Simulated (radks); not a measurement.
The numbers below are computed, except where a source is named.
F, 9 electrons, occupied as [He] 2s2 2p5 (the NIST ground configuration).

Level of theory: non-relativistic Kohn-Sham, PBE, spin-unpolarised, spherical densities, point nucleus; hard spherical wall at 15 bohr (a radial shooting solver on a logarithmic mesh with Libxc functionals).

Energy parts (hartree):
total: -99.65070
kinetic: 99.39489
electron-nucleus: -238.47449
Hartree: 49.63117
exchange-correlation: -10.20227

Orbitals (lengths in bohr, moments of r in powers of bohr; <r^-3> diverges for s and p1/2; r(max) is where P^2 peaks; r(90%) holds 90 % of the orbital's charge):
1s: occ. 2; eigenvalue (hartree) -24.35168; <r> 0.1765; r(max) 0.1146; r(90%) 0.316
2s: occ. 2; eigenvalue (hartree) -1.09585; <r> 1.005; r(max) 0.7653; r(90%) 1.62
2p: occ. 5; eigenvalue (hartree) -0.40870; <r> 1.105; r(max) 0.7071; <r^-3> 7.777; r(90%) 1.95

The highest occupied level is 2p at -11.121 eV. Summed over all electrons, <r^2> = 10.74 bohr^2, which gives a Langevin (diamagnetic) susceptibility term of -8.5 x 10^-6 cm^3/mol. The electron density at the nucleus is 450.1 e/bohr^3. The pressure on the wall is 8.10e-10 GPa. The density falls to 0.001 e/bohr^3 at r = 3.13 bohr.
